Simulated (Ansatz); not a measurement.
| atom | x (Å) | y (Å) | z (Å) |
| --- | --- | --- | --- |
| C | 0.0000 | 0.7050 | 0.0000 |
| C | -1.3410 | 1.1407 | 0.0000 |
| C | -2.1698 | 0.0000 | 0.0000 |
| C | -1.3410 | -1.1407 | 0.0000 |
| C | 0.0000 | -0.7050 | 0.0000 |
| C | 1.2211 | 1.4100 | 0.0000 |
| C | 2.4422 | 0.7050 | 0.0000 |
| C | 2.4422 | -0.7050 | 0.0000 |
| C | 1.2211 | -1.4100 | 0.0000 |
| C | 3.7832 | 1.1407 | 0.0000 |
| C | 4.6120 | 0.0000 | 0.0000 |
| C | 3.7832 | -1.1407 | 0.0000 |
| H | -1.6763 | 2.1726 | 0.0000 |
| H | -3.2548 | 0.0000 | 0.0000 |
| H | -1.6763 | -2.1726 | 0.0000 |
| H | 1.2211 | 2.4950 | 0.0000 |
| H | 1.2211 | -2.4950 | 0.0000 |
| H | 4.1185 | 2.1726 | 0.0000 |
| H | 5.6970 | 0.0000 | 0.0000 |
| H | 4.1185 | -2.1726 | 0.0000 |

Basis set: def2-TZVP (spherical functions). Charge 0, multiplicity 1.

Computed with Ansatz (development build ahead of 0.2.0); each method stands on the lowest determinant of its kind that the runs found. Restricted functionals stand beside restricted open-shell atoms, which can lie above the unrestricted atoms usual in DFT and then raise those values.

Problem. Give the atomization energy at this shape (free ground-state atoms in the same class of orbitals less the molecule, no zero-point energy) of singlet C12H8 by ωB97X (restricted), PBE0 (restricted).

Solution.

| method | atomization energy |
| --- | --- |
| ωB97X (restricted) | 106.15 eV |
| PBE0 (restricted) | 108.38 eV |

The shape needn't be a minimum at these levels.
